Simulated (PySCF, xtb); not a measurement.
C2H5NOSi, SMILES N#CC[SiH2]O.

Geometry: B3LYP-D3(BJ)/def2-SVP. The structure was generated by enumeration, and PubChem lists no compound with its InChIKey, so it may never have been made. The values are those of a single conformer.

These are C-PCM-PBE0/def2-SVP run with PySCF values and carry that method's errors.

The values are the electrostatic part of the solvation free energy, E(continuum) − E(gas) at the gas-phase geometry, in a cavity of scaled van der Waals radii (PySCF's table); cavitation and dispersion terms are not included. In vacuum the orbital gap is 9.05 eV. The dipole moment in vacuum is 4.50 D.

Question: Estimate the values in water (ε = 78.36), ethylethanoate (ε = 5.99), dimethylsulfoxide (ε = 46.83). (Estimate from the structure and the level; the computed values follow.)

Answer: 
| solvent | ε | ΔG(elec) (kcal/mol) | dipole (D) | gap (eV) |
|---|---|---|---|---|
| water | 78.36 | -9.1 | 5.59 | 9.22 |
| ethylethanoate | 5.99 | -7.5 | 5.39 | 9.26 |
| dimethylsulfoxide | 46.83 | -9.0 | 5.58 | 9.22 |

For comparison, GFN2-xTB/ALPB(water) (xtb, at the GFN2-xTB geometry, all terms of that model) gives -10.1 kcal/mol.
